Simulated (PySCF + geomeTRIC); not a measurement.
Species: CHO₂, SMILES `O=[C]O` (O–C–O–H torsion 0°) (charge 0, multiplicity 2).

### Question
Give a relaxed geometry from PBE0-D4/def2-TZVP (PySCF + geomeTRIC).

### Answer
Several could match; the one computed here: the end point of this relaxation, one of several conformers (outside a Z-matrix the atoms follow the SMILES, hydrogens last).
Z-matrix (Å, degrees):
```
C
O 1 1.1787
O 1 1.3159 2 130.95
H 3 0.9755 1 109.31 2 0.00
```
